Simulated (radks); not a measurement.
Effect of the nuclear size on neutral platinum, [Xe] 4f14 5d9 6s1. Calculated with a radial shooting solver on a logarithmic mesh with Libxc functionals: Dirac Kohn-Sham, PBE, spin-unpolarised, spherical densities, finite nucleus; open shells fill j = l - 1/2 first; Fermi nuclear charge, rms radius 5.427 fm. The rms radius is varied about that value; shifts are against it.

rms radius (fm)  total energy shift (eV)  density at nucleus (e/bohr^3)  1s1/2 shift (meV)  2s1/2 shift (meV)  5s1/2 shift (meV)  5p1/2 shift (meV)  6s1/2 shift (meV)  5d5/2 shift (meV)  6p1/2 (empty) shift (meV)
4.4773                             -28.5                      2.128e+06             -11400              -1670              -18.1              0.054              -1.36              0.532                      0.153
5.096                              -10.3                      2.023e+06              -4140               -606              -6.57              0.019             -0.493              0.193                      0.055
5.427                                  0                      1.974e+06              0.000              0.000              0.000              0.000              0.000              0.000                      0.000
5.6766                              8.03                       1.94e+06               3230                472               5.12             -0.015              0.384             -0.150                     -0.043
6.5178                              36.7                      1.838e+06              14700               2160               23.4             -0.064               1.75             -0.686                     -0.196

Slopes of the eigenvalues against <r^2> in GHz/fm^2, as finite differences over the two radii next to the reference (eigenvalue slopes, not the field-shift constants of lines): 1s1/2 285000, 2s1/2 41700, 5s1/2 452, 5p1/2 -1.31, 6s1/2 33.9, 5d5/2 -13.3, 6p1/2 (empty) -3.80.
